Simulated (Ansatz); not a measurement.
`CC(C)=N` + BH₃ → `BC(C)=N` + CH₄ at 600 K and 1 bar (formal exchange of groups at a C–C bond).

Isolated molecules relaxed with PBE0-D4/def2-TZVP in Ansatz; ΔE leaves out vibrations. CCSD(T)/CBS adds triple-zeta CCSD(T) − MP2 to the extrapolated MP2 energy (def2 sets, frozen cores). This one scheme is used for every species. Each species was taken in one conformer, which may not be the lowest.

```csv
species,CCSD(T)/CBS energy (Eh),H − E (kJ/mol),S (J/(mol·K))
`CC(C)=N`,-173.06293,303.7,371.8
BH₃,-26.55200,91.5,217.3
`BC(C)=N`,-159.16440,257.7,376.5
CH₄,-40.46206,140.4,215.7
```

H − E and S are ideal-gas, rigid-rotor, harmonic terms from PBE0-D4/def2-TZVP, for one conformer and one mirror image of each species. 1 Eh = 2625.50 kJ/mol, R = 8.31446 J/(mol·K).

**Question.** By hand: ΔE, ΔH, ΔS and ΔG.

**Answer.** ΔE = (-159.16440) + (-40.46206) − (-173.06293) − (-26.55200) = -0.01153 Eh = -30.3 kJ/mol. Δ(H − E) = 257.7 + 140.4 − 303.7 − 91.5 = 2.9, so ΔH = -27.4 kJ/mol. ΔS = 376.5 + 215.7 − 371.8 − 217.3 = 3.1 J/(mol·K). ΔG = -27.4 − 600 × (3.1)/1000 = -29.3 kJ/mol.

**Question.** By hand: the equilibrium constant, and the temperature at which ΔG would vanish if ΔH and ΔS stayed fixed.

**Answer.** log₁₀ K = −ΔG/(RT ln 10) = 2.6. ΔH and −TΔS have one sign here, so there is no such temperature. One of them is within its doubt of zero, so this could turn.

The number of gas molecules stays the same, so ΔS is small and ΔH decides. A doubt of 5 kJ/mol in ΔE shifts log₁₀ K by 0.4 here. Other conformers and mirror images would add mixing entropy, several J/(mol·K) or more a flexible species. These are equilibria of isolated gas molecules and say nothing of rates. Largest T1 diagnostic: 0.015 (customary marks: 0.02 for closed shells, 0.045 for open ones).
